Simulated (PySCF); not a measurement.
C3H8Cd, SMILES C[CH2][Cd][CH3].

Geometry optimised at B3LYP-D3(BJ)/def2-SVP. The structure was generated by enumeration; whether it is a known compound was not checked. The def2 effective core potentials stand for the cores of Cd; spin–orbit coupling is left out. Other conformers were not sampled.

All values below come from B3LYP-D3(BJ)/def2-SVP in PySCF 2.14.0.

Frequencies are harmonic and unscaled.

A small imaginary wavenumber (i) marks a very flat motion, where grid noise or a shallow saddle decides the sign.

Computed harmonic wavenumbers and intensities:
```csv
mode,ν (cm⁻¹),IR (km/mol),moving atoms (share of kinetic energy)
1,17i,0.0,H 93 %
2,90,0.5,"C 56 %, H 27 %, Cd 17 %"
3,112,1.0,"C 42 %, H 39 %, Cd 19 %"
4,222,3.0,"C 62 %, H 23 %, Cd 15 %"
5,236,0.7,"H 86 %, C 12 %"
6,441,1.0,"C 77 %, H 22 %"
7,506,47.4,"C 61 %, Cd 20 %, H 19 %"
8,601,2.6,"H 85 %, C 15 %"
9,669,32.3,"H 83 %, C 16 %"
10,682,48.6,"H 81 %, C 17 %"
11,932,4.4,H 92 %
12,961,3.5,"H 82 %, C 18 %"
13,1027,9.0,"C 75 %, H 25 %"
14,1174,1.1,"H 82 %, C 18 %"
15,1189,21.2,"H 67 %, C 33 %"
16,1245,2.9,"H 76 %, C 24 %"
17,1396,10.2,"H 82 %, C 18 %"
18,1434,0.2,H 95 %
19,1435,0.2,H 95 %
20,1441,0.1,"H 91 %, C 9 %"
21,1472,0.9,H 96 %
22,1480,5.3,H 97 %
23,2999,67.7,H 97 %
24,3025,37.6,H 96 %
25,3027,5.3,H 96 %
26,3065,34.9,"H 91 %, C 9 %"
27,3068,2.2,"H 91 %, C 9 %"
28,3092,44.8,"H 91 %, C 9 %"
29,3123,10.5,"H 91 %, C 9 %"
30,3124,10.5,"H 91 %, C 9 %"
```
